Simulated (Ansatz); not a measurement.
Coupled-cluster run, `F[B]1N[SiH2][GeH2]1`.

```yaml
crystal:
  periodic: [false, false, false]
  atoms:
    - {symbol: F, position_ang: [0.093297, 0.066793, 2.678730]}
    - {symbol: B, position_ang: [0.050437, 0.033105, 1.352148]}
    - {symbol: N, position_ang: [0.437201, -1.078691, 0.580255]}
    - {symbol: Si, position_ang: [0.203343, -0.646883, -1.119624]}
    - {symbol: Ge, position_ang: [-0.523902, 1.391584, -0.136056]}
    - {symbol: H, position_ang: [0.780473, -1.945946, 0.970928]}
    - {symbol: H, position_ang: [1.481365, -0.707035, -1.879473]}
    - {symbol: H, position_ang: [-0.769100, -1.555389, -1.785440]}
    - {symbol: H, position_ang: [-2.007433, 1.753620, -0.280254]}
    - {symbol: H, position_ang: [0.337419, 2.637444, -0.378311]}
basis:
  gaussian: {orbitals: def2-TZVPP}
correlation: {method: ccsd_t}
output: {orbitals: {seedname: orbitals}}
```

```sh
$ ansatz run in.yaml --threads 4 --pin off --events-out ev --progress --plain
```

Output of Ansatz, abridged:

```
Functional definition: HF
1541 factors; integrals over basis functions are off by at most 1.6e-3 eV
mean field evaluation 1: about -69275.3173 eV, gradient 4.2e1 eV
mean field evaluation 2: about -69275.5247 eV, gradient 4.2e1 eV
mean field evaluation 4: about -69279.5546 eV, gradient 3.9e0 eV
mean field evaluation 8: about -69279.6293 eV, gradient 3.4e-1 eV
mean field -69279.62970782 eV, -2545.9794323429 hartree, gradient 2.9e-6 eV, S^2 0.000000; 0 other end points of the search recorded, 0 dependent functions left out
17 core orbitals not correlated: weight in the atoms' cores, before any rotation towards them, 1.000 or more for the frozen orbitals, at most 0.000 for the correlated occupied ones
reference -69279.62970782 eV, -2545.9794323429 hartree; 19, 19 occupied and 217, 217 virtual orbitals, 1541 factors
second order -25.19420535 eV of doubles, -0.00000000 eV of singles
cycle   1  -25.26133663 eV  change   -6.7e-2 eV  update   1.2e-1
cycle   2  -25.96957675 eV  change   -7.1e-1 eV  update   3.5e-2
cycle   3  -26.09695969 eV  change   -1.3e-1 eV  update   1.9e-2
cycle   4  -26.07899603 eV  change    1.8e-2 eV  update   4.7e-3
cycle   5  -26.07630172 eV  change    2.7e-3 eV  update   2.2e-3
cycle   6  -26.07719644 eV  change   -8.9e-4 eV  update   6.9e-4
cycle   7  -26.07682678 eV  change    3.7e-4 eV  update   2.6e-4
cycle   8  -26.07672080 eV  change    1.1e-4 eV  update   9.3e-5
cycle   9  -26.07676732 eV  change   -4.7e-5 eV  update   4.2e-5
cycle  10  -26.07678414 eV  change   -1.7e-5 eV  update   1.4e-5
perturbative correction -1.00024815 eV, -0.0367584414 hartree
Total energy: -69306.70674011 eV, -2546.9744949260 hartree
```

Hardware: 4 threads of a server CPU on a shared host. Wall time 4.8 min, peak host memory 5.6 GiB.

MP2 recovers 93.0 % of the CCSD(T) correlation energy and the triples give 3.7 %; T1 = 0.0132.
